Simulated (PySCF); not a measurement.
AlBr3, SMILES [Br][Al]([Br])[Br].

Geometry optimised at B3LYP-D3(BJ)/def2-SVP. The isomer is the one that the SMILES or the coordinates give; other isomers of the formula were not compared.

Level of theory: PySCF with ωB97X/def2-TZVP.

```
Item                                                                                                            Value
---------------------------------------------------------------------------------------------  ----------------------
total energy                                                                                      -7965.19427 hartree
point group                                                                                                       D3h
highest occupied level                                                                                      -10.96 eV
lowest empty level                                                                                            0.36 eV
orbital gap                                                                                                  11.32 eV
dipole moment                                                                                                  0.00 D
quadrupole, principal values (traceless, Buckingham form, about the centre of nuclear charge)  -2.45, -2.45, 4.90 D·Å
mean static polarisability                                                                      80.1 bohr³ (11.87 Å³)
polarisability, principal values                                                               59.4, 90.5, 90.5 bohr³
```
